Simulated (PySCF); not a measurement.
B3LYP has the VWN-RPA correlation part, as in Gaussian. 

C2H2O2, SMILES `O=C1OC1` (charge 0, multiplicity 1)

Calculation: B3LYP-D3(BJ)/def2-TZVP run with PySCF 2.14.0.

The HOMO is -8.10 eV, the dipole moment comes out as 3.31 D and the HOMO–LUMO gap comes out as 7.68 eV. The LUMO comes out as -0.42 eV and the total energy is -227.9102 Ha. The cost is very roughly 19 core-seconds.

Bonds (Å): O1–C2 1.184, C2–C3 1.446, C2–O4 1.329, C3–O4 1.526, C3–H5 1.083, C3–H6 1.083. Angles (°): O1–C2–C3 154.6, O1–C2–O4 138.9, C3–C2–O4 66.5, C2–C3–O4 53.0, C2–C3–H5 120.7, C2–C3–H6 120.7, O4–C3–H5 113.4, O4–C3–H6 113.4, H5–C3–H6 117.0, C2–O4–C3 60.4.
Charge 0, spin multiplicity 1.
